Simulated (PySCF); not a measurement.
CH₂N, SMILES [CH][NH] (connectivity only; charge and spin as stated), neutral, multiplicity 2. Atoms are numbered in the order given.

```xyz
4

C     -0.1929    -0.6163     0.0000
N      0.1728     0.5550     0.0000
H      0.4727    -1.4868     0.0000
H     -0.5249     1.2997     0.0000
```
Charge 0, spin multiplicity 2.

Geometry optimised at B3LYP-D3(BJ)/def2-TZVPD.

The numbers are results of PySCF with B3LYP/pcH-1, not measurements.

Unrestricted Kohn–Sham, ⟨S²⟩ = 0.753. Hyperfine tensors hold the contact and dipolar terms, without spin-orbit corrections.

Task: Estimate the hyperfine couplings. (Estimate from the structure and the level; the computed values follow.)

Result: 
| nucleus | A(iso) (MHz) | A(iso) (G) | dipolar principal values (MHz) |
|---|---|---|---|
| 13C no. 1 | 259.4 | 92.5 | -61.0, -53.6, 114.6 |
| 14N no. 2 | 16.1 | 5.7 | -17.5, -13.8, 31.3 |
| 1H no. 3 | 204.5 | 73.0 | -21.7, -7.8, 29.5 |
| 1H no. 4 | 160.6 | 57.3 | -17.0, -9.6, 26.6 |

Task: And the g tensor (effective nuclear charges for spin-orbit coupling, GIAO)? (An estimate is asked for; the answer gives what the named calculation found.)

Result: principal values 1.9982, 2.0022, 2.0030; isotropic 2.0011.
